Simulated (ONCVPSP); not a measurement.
## Tl: one change to an ONCV potential, before and after

```json
{
  "Element": "Tl",
  "Generator": "ONCVPSP 4.0.1",
  "Type": "optimised norm-conserving Vanderbilt (ONCV)",
  "Functional": "PBE",
  "Relativity": "scalar-relativistic",
  "Frozen core": "[Xe] 4f14 5d10",
  "Valence charge": "3",
  "Reference configuration": "6s1.5 6p1.5",
  "Partial waves": "6s: rc 1.80 bohr, ncon 3, nbas 6, qcut 2.9 1/bohr, 2 projectors, debl 3.6 Ha; 6p: rc 2.40 bohr, ncon 4, nbas 9, qcut 4 1/bohr, 2 projectors, debl 0.4 Ha; d scattering state at 0.12 Ha: rc 2.65 bohr, ncon 3, nbas 6, qcut 3.7 1/bohr, 2 projectors, debl 2.7 Ha",
  "Local potential": "polynomial inside 1.75 bohr (lpopt 5, dvloc0 2 Ha)",
  "Core correction": "polynomial model core, fcfact 0.65"
}
```

All-electron outer shells of the reference configuration (PBE, scalar-relativistic, ld1.x):

| shell | level (eV) | outermost node (bohr) | outermost maximum (bohr) |
| --- | --- | --- | --- |
| 5p | -77.10 | 0.50 | 0.91 |
| 5d | -16.43 | 0.53 | 1.11 |
| 6s | -10.19 | 1.04 | 2.05 |
| 6p | -2.79 | 1.23 | 2.87 |

Change: p: debl 2.55.

Cutoffs: the cutoffs (Ha) at which the residual kinetic energy of the hardest occupied pseudo-wave falls to 1 and 0.1 mHa per electron; they do not see the model core or the augmentation charge, which bear on the density cutoff. Errors are all-electron minus pseudo energies relative to the spin-unpolarised reference configuration.

**Question.** How do hardness, ghosts and transferability respond?

**Answer.** The potential gets neither clearly harder nor softer (10 Ha and 22 Ha → 10 Ha and 22 Ha); the errors of the 4 common tests hardly move; the range in which the p phases agree widens (upper end 1.7 → 3.2); neither file shows a bound ghost.

```tsv
quantity	base	changed
cutoff, loose	10 Ha	10 Ha
cutoff, tight	22 Ha	22 Ha
bound ghosts	none	none
GHOST(+) flags under 300 eV	p at 59.0 eV, s at 73.4 eV	s at 73.4 eV, p at 103.2 eV
error for 6s2 6p1, meV [ΔE -3.65 eV]	-11	-11
error for 6s2 6p0, meV [ΔE 1.52 eV]	-11	-11
error for 6s1 6p0, meV [ΔE 22.30 eV]	-259	-258
error for 6s0 6p3, meV [ΔE 11.56 eV]	-107	-107
s: phases at 1.83 bohr within 0.05 rad from the reference energy up to (Ha; the scan ends near 5)	2.7	2.7
p: phases at 2.44 bohr within 0.05 rad from the reference energy up to (Ha; the scan ends near 5)	1.7	3.2
d: phases at 2.70 bohr within 0.05 rad from the reference energy up to (Ha; the scan ends near 5)	0.2	0.2
rms error of d²Exc/dni dnj with the model core, mHa	0.46	0.46
```

Base: The cutoffs count occupied waves only; projector 2 of the d channel, the hardest unoccupied one, needs 38 Ha at the loose tolerance. Changed file: The cutoffs count occupied waves only; projector 2 of the d channel, the hardest unoccupied one, needs 38 Ha at the loose tolerance.
